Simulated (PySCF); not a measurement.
**Tl²⁺ (thallium, charge +2) across methods**

[Xe] 4f14 5d10 6s1, 2S determinant. All numbers are calculated (PySCF 2.14, scalar relativity through the core potential, in aug-cc-pVQZ-PP with ECP60MDF (7s7p5d3f2g, 92 functions)).

| method | E (hartree) | mean ε 5d α (eV) | mean ε 5d β (eV) | mean ε 6s α (eV) | Σ⟨r²⟩ (bohr²) | ⟨S²⟩ |
| --- | --- | --- | --- | --- | --- | --- |
| r2SCAN | -171.6298 | -33.918 | -33.460 | -26.016 | 36.28 | 0.752 |
| PBE0 | -171.5573 | -35.469 | -35.091 | -26.637 | 36.41 | 0.751 |
| MN15 | -171.2263 | -35.967 | -35.586 | -27.797 | 36.63 | 0.750 |
| LDA | -171.2825 | -33.534 | -33.202 | -26.150 | 36.64 | 0.750 |
| UHF | -170.65646 | -40.635 | -40.236 | -28.414 | 36.44 | 0.751 |
| PBE | -171.5829 | -33.382 | -33.015 | -25.747 | 36.52 | 0.750 |
| wB97M-V | -171.4854 | -37.967 | -37.630 | -28.603 | 36.44 | 0.750 |
| B97-3 | -171.6001 | -35.533 | -35.203 | -26.477 | 36.34 | 0.750 |

Energies and moments cover only the electrons outside the core potential. Spin-orbit coupling, which splits the p, d and f shells strongly at this Z, is absent.
